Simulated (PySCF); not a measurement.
# Relaxation of singlet HfOCl2

Computed with PBE0 in PySCF with Hf def2-SVP with ECP60, O def2-SVP, Cl def2-SVP; scalar-relativistic core potentials, no spin–orbit coupling; density-fitted integrals. A (50,194) grid was used.

A hand-made trigonal planar start, of C2v symmetry, held to at least that symmetry:

```xyz
4
charge 0 multiplicity 1, angstrom
Hf   -0.1094   -0.1895    0.0000
O    -1.0344   -1.7916    0.0000
Cl    2.4006   -0.1895    0.0000
Cl   -1.3644    1.9842    0.0000
```

Optimiser trace:
```csv
step,E − E(last) (kJ/mol),largest gradient (Eh/bohr)
0,47.65,0.07083
1,6.04,0.02093
2,1.42,0.00722
3,0.59,0.00187
4,0.07,0.00207
5,0.00,0.00050
6,0.00,0.00008
```

It ends at C2v with Hf–Cl 2.384 Å (×2), Hf–O 1.747 Å; Cl–Hf–Cl 130.0°, Cl–Hf–O 115.0° (×2) (after a last refinement on a finer grid). The frequency run here used a shortcut that can spoil soft modes, so no verdict on minimum or saddle point is given.

Stability towards spin polarisation was not tested. With an element this heavy the missing spin–orbit coupling can shift these numbers.

The relaxation took roughly 110 core-seconds on a shared host.
